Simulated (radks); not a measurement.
Values are calculated unless marked as measured or tabulated.
All-electron atom: Pr XXV in [Ar] 3d10 4s2 4p5. Code: a radial shooting solver on a logarithmic mesh with Libxc functionals. Model: Dirac Kohn-Sham, PBE, spin-unpolarised, spherical densities, point nucleus; open shells fill j = l - 1/2 first.

Unscreened Slater integrals over Kohn-Sham orbitals (cm^-1). Large and small components are both included. Empty in this configuration: 4d3/2.

integral          value
F0(4p3/2,4p3/2)  332600
F2(4p3/2,4p3/2)  174550
F0(4p3/2,4p1/2)  337790
G2(4p3/2,4p1/2)  175920
F0(4p3/2,4s1/2)  338850
G1(4p3/2,4s1/2)  229820
F0(4p3/2,3d5/2)  423440
F2(4p3/2,3d5/2)  117270
G1(4p3/2,3d5/2)   38126
G3(4p3/2,3d5/2)   38185
F0(4p3/2,4d3/2)  331680
F2(4p3/2,4d3/2)  171120
G1(4p3/2,4d3/2)  213050
G3(4p3/2,4d3/2)  136440
F0(4p1/2,4p1/2)  343360
F0(4p1/2,4s1/2)  344440
G1(4p1/2,4s1/2)  233580
F0(4p1/2,3d5/2)  434830
G3(4p1/2,3d5/2)   40072
F0(4p1/2,4d3/2)  336950
G1(4p1/2,4d3/2)  219140
F0(4s1/2,4s1/2)  345690
F0(4s1/2,3d5/2)  435280
G2(4s1/2,3d5/2)   39771
F0(4s1/2,4d3/2)  338010
G2(4s1/2,4d3/2)  169670
F0(3d5/2,3d5/2)  812830
F2(3d5/2,3d5/2)  412290
F4(3d5/2,3d5/2)  264760
F0(3d5/2,4d3/2)  426970
F2(3d5/2,4d3/2)  120790
G2(3d5/2,4d3/2)   48045
G4(3d5/2,4d3/2)   37720
F0(4d3/2,4d3/2)  331540
F2(4d3/2,4d3/2)  169840
